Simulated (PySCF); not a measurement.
Molecule: `InChI=1S/H13NSi5/c2-1(3)5-6-4/h5-6H2,2-4H3`.

Mapped SMILES: `[SiH3:1][SiH2:2][SiH2:3][N:4]([SiH3:5])[SiH3:6]`. Hydrogens are named by the atom that carries them.

Geometry PBE0-D3(BJ)/def2-SVP throughout; GIAO in PySCF 2.14, gas phase, one conformer, non-relativistic; equivalent atoms averaged; basis pcSseg-1.

For orientation, OPBE gives these shifts δ (against TMS, NH3 at the same level): Si3 -31.8, Si5/Si6 -38.3, Si1 -103.8, Si2 -111.2, N4 -17.3, H(Si3) 5.22, H(Si5)/H(Si6) 4.78, H(Si1) 3.68, H(Si2) 3.65 ppm.

A run gave: Si3 -32.6, Si5/Si6 -46.5, Si1 -86.7, Si2 -87.9, N4 -18.8, H(Si3) 4.29, H(Si5)/H(Si6) 3.94, H(Si1) 3.10, H(Si2) 3.01 ppm (shifts δ (against TMS, NH3 at the same level)).

**Question.** Which functional was used in that run?
A. WP04
B. PBE
C. B3LYP
D. HF

**Answer.** A. H(Si1) tells them apart best: WP04 gives 3.10, B3LYP gives 3.57, HF gives 3.41, PBE gives 3.70 ppm.
